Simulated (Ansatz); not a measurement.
Computed with Ansatz on PBE0-D4/def2-TZVP structures; ΔE is electronic, products minus reactants. CBS: MP2 limit from def2 TZ/QZ plus the TZ coupled-cluster correction, frozen cores. This one scheme is used for every species. DFT in def2-TZVPP. B3LYP here is the variant with VWN-RPA as its local correlation; programs differ in this. Elements past krypton have def2 core potentials. For Br, In outer-core shells are correlated without core-valence functions, which leaves a few kJ/mol of doubt a bond. Scalar relativity is left out up to krypton. Each species was taken in one conformer, which may not be the lowest.

Consider the ligand exchange at the Si–O bond: `[SiH3]O[SiH](Cl)Cl` + `[OH][In]([SH])[Br]` → `[SiH3][O][In]([SH])[Br]` + `O[SiH](Cl)Cl`.

| level | ΔE (kJ/mol) | difference from CCSD(T)/CBS |
| --- | --- | --- |
| PBE-D4 | 4.7 | 3.0 |
| r2SCAN-D4 | 3.1 | 1.4 |
| PBE0-D4 | 3.3 | 1.6 |
| B3LYP-D4 | 6.1 | 4.4 |
| ωB97X-V | 3.2 | 1.5 |
| ωB97M-V | 2.9 | 1.2 |
| B2PLYP | 3.1 | 1.4 |
| PBE | 3.6 | 1.9 |
| r2SCAN | 2.7 | 1.0 |
| PBE0 | 2.2 | 0.5 |
| B3LYP | 4.3 | 2.6 |
| HF/def2-TZVPP | 1.3 | -0.4 |
| MP2/def2-TZVPP | 1.0 | -0.7 |
| SCS-MP2/def2-TZVPP | 1.5 | -0.2 |
| CCSD/def2-TZVPP | 1.3 | -0.4 |
| CCSD(T)/def2-TZVPP | 1.0 | -0.7 |
| HF/def2-QZVPP | 1.7 | 0.0 |
| MP2/def2-QZVPP | 1.5 | -0.2 |
| SCS-MP2/def2-QZVPP | 2.0 | 0.3 |
| HF/CBS(def2) | 1.7 | 0.0 |
| MP2/CBS(def2) | 1.7 | 0.0 |
| CCSD/CBS(def2) | 2.0 | 0.3 |
| CCSD(T)/CBS | 1.7 | 0 |

Largest T1 diagnostic among the species: 0.013.
